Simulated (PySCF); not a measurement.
C3H5N3, SMILES N#C/N=C\CN.

Geometry optimised at B3LYP-D3(BJ)/def2-SVP. The structure was generated by enumeration; whether it is a known compound was not checked. Other conformers were not sampled.

These are PySCF with SMD-PBE0/def2-SVP values and carry that method's errors.

Solvation free energies are E(SMD) − E(gas) at the gas-phase geometry, for 1 M in both phases. In vacuum the dipole moment is 5.06 D.

```json
[
 {"solvent": "water", "ΔG(solv) (kcal/mol)": "-9.7", "its non-electrostatic (CDS) part": "3.2", "dipole (D)": "6.89"},
 {"solvent": "dimethylsulfoxide", "ΔG(solv) (kcal/mol)": "-11.6", "its non-electrostatic (CDS) part": "1.1", "dipole (D)": "6.86"},
 {"solvent": "toluene", "ΔG(solv) (kcal/mol)": "?", "its non-electrostatic (CDS) part": "?", "dipole (D)": "?"}
]
```

Problem. Some entries are withheld; supply them. (An estimate is asked for; the answer gives what the named calculation found.)

Solution. 
- toluene, ΔG(solv) (kcal/mol): -7.3
- toluene, its non-electrostatic (CDS) part: -1.3
- toluene, dipole (D): 5.90
